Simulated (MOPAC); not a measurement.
Job for MOPAC: AM1 on BrH2InO (SMILES [OH][InH][Br]), a point of a torsion scan.

```
AM1 1SCF PRECISE CHARGE=0 THREADS=1
BrH2InO

O     -1.34099302 1    -0.34947580 1    -0.34124440 1
In     0.53237347 1     0.08061408 1    -0.10338199 1
Br     1.89979890 1    -0.99125904 1    -1.83293455 1
H     -1.85810827 1    -0.79927964 1     0.32334994 1
H      1.09358695 1     1.15405070 1     1.07907987 1
```

It printed:

```
*******************************************************************************
 **                                                                           **
 **                              MOPAC v23.2.5                                **
 **                                                                           **
 *******************************************************************************
 ** MOPAC's Digital Object Identifier: https://doi.org/10.5281/zenodo.6511958 **
 **                                                                           **
 ** Please cite the open-source release paper for use of this MOPAC version:  **
 ** J. E. Moussa and J. J. P. Stewart (2026)                                  **
 ** MOPAC: An open-source semiempirical molecular orbital program             **
 ** J. Open Source Softw., 11(119), 8025, https://doi.org/10.21105/joss.08025 **
 *******************************************************************************

                              AM1 CALCULATION RESULTS

 *******************************************************************************
 *  AM1        - The AM1 Hamiltonian to be used
 *
 *
 *
 *                 CHARGE ON SYSTEM = 0
 *
 *
 *
 *  PRECISE    - TIGHTER CRITERIA TO BE USED
 *  1SCF       - DO 1 SCF AND THEN STOP
 *  THREADS=1  - MULTI-THREADING NOT USED
 *  T=         - A TIME OF 172800.0 SECONDS REQUESTED
 *  DUMP=N     - RESTART FILE WRITTEN EVERY 7200.0 SECONDS REQUESTED
 *******************************************************************************
AM1 1SCF PRECISE CHARGE=0 THREADS=1
 BrH2InO

   ATOM   CHEMICAL          X               Y               Z
  NUMBER   SYMBOL      (ANGSTROMS)     (ANGSTROMS)     (ANGSTROMS)

     1       O         -1.34099302  *  -0.34947580  *  -0.34124440  *
     2      In          0.53237347  *   0.08061408  *  -0.10338199  *
     3      Br          1.89979890  *  -0.99125904  *  -1.83293455  *
     4       H         -1.85810827  *  -0.79927964  *   0.32334994  *
     5       H          1.09358695  *   1.15405070  *   1.07907987  *



          CARTESIAN COORDINATES

    NO.       ATOM           X           Y           Z

     1         O         -1.3410     -0.3495     -0.3412
     2        In          0.5324      0.0806     -0.1034
     3        Br          1.8998     -0.9913     -1.8329
     4         H         -1.8581     -0.7993      0.3233
     5         H          1.0936      1.1541      1.0791

  H: (AM1): M.J.S. DEWAR ET AL, J. AM. CHEM. SOC. 107 3902-3909 (1985)
  O: (AM1): M.J.S. DEWAR ET AL, J. AM. CHEM. SOC. 107 3902-3909 (1985)
 Br: (AM1): M.J.S. DEWAR AND E. G. ZOEBISCH, THEOCHEM, 180, 1 (1988).
 In: (AM1): J. J. P. STEWART, J. MOL. MOD., 10, 155-164 (2004)

           Empirical Formula: H2 O In Br  =     5 atoms



      MOLECULAR POINT GROUP   :   C1


      RHF CALCULATION, NO. OF DOUBLY OCCUPIED LEVELS = 9


 -------------------------------------------------------------------------------
 AM1 1SCF PRECISE CHARGE=0 THREADS=1
 BrH2InO



     1SCF WAS SPECIFIED, SO BFGS WAS NOT USED
     SCF FIELD WAS ACHIEVED


                              AM1 CALCULATION
                                                       MOPAC v23.2.5 Linux




          FINAL HEAT OF FORMATION =        -20.70884 KCAL/MOL =     -86.64578 KJ/MOL


          COSMO AREA              =        111.36 SQUARE ANGSTROMS
          COSMO VOLUME            =         95.85 CUBIC ANGSTROMS

          IONIZATION POTENTIAL    =         10.769042 EV
          HOMO LUMO ENERGIES (EV) =        -10.769 -1.510
          NO. OF FILLED LEVELS    =          9
          MOLECULAR WEIGHT        =        212.7392         POINT GROUP:  C1

          MOLECULAR DIMENSIONS (Angstroms)

            Atom       Atom       Distance
            H     4   Br     3     4.33685
            H     5   Br     3     2.95097
            H     4    O     1     0.56980


          SCF CALCULATIONS        =          1





   ATOM   CHEMICAL          X               Y               Z
  NUMBER   SYMBOL      (ANGSTROMS)     (ANGSTROMS)     (ANGSTROMS)

     1       O         -1.34099302  *  -0.34947580  *  -0.34124440  *
     2      In          0.53237347  *   0.08061408  *  -0.10338199  *
     3      Br          1.89979890  *  -0.99125904  *  -1.83293455  *
     4       H         -1.85810827  *  -0.79927964  *   0.32334994  *
     5       H          1.09358695  *   1.15405070  *   1.07907987  *

                             CARTESIAN COORDINATES

   1    O       -1.340993020    -0.349475800    -0.341244400
   2   In        0.532373470     0.080614080    -0.103381990
   3   Br        1.899798900    -0.991259040    -1.832934550
   4    H       -1.858108270    -0.799279640     0.323349940
   5    H        1.093586950     1.154050700     1.079079870


           Empirical Formula: H2 O In Br  =     5 atoms



      MOLECULAR POINT GROUP   :   C1


                  EIGENVALUES
 -35.00988 -31.00542 -17.68144 -15.74357 -12.84584 -12.07077 -11.34329 -11.05337
 -10.76904  -1.51025  -1.42700   0.02404   1.07697   6.26258


              NET ATOMIC CHARGES AND DIPOLE CONTRIBUTIONS

  ATOM NO.   TYPE          CHARGE      No. of ELECS.   s-Pop       p-Pop
    1          O          -0.571378        6.5714     1.82522     4.74616
    2         In           0.430006        2.5700     1.24503     1.32497
    3         Br          -0.149404        7.1494     1.94860     5.20080
    4          H           0.219912        0.7801     0.78009
    5          H           0.070865        0.9291     0.92914
 DIPOLE           X         Y         Z       TOTAL
 POINT-CHG.     1.826     1.386     2.747     3.578
 HYBRID        -1.674    -0.519     0.070     1.754
 SUM            0.152     0.867     2.817     2.951


          ATOMIC ORBITAL ELECTRON POPULATIONS

     Atom    s        px        py        pz
    1  O   1.82522   1.45611   1.74097   1.54908
    2 In   1.24503   0.42684   0.41730   0.48083
    3 Br   1.94860   1.73654   1.80612   1.65815
    4  H   0.78009
    5  H   0.92914

 **********************
 *                    *
 * JOB ENDED NORMALLY *
 *                    *
 **********************




 == MOPAC DONE ==
```

The run finished.

Cost: around 0.04 core-seconds (rough).
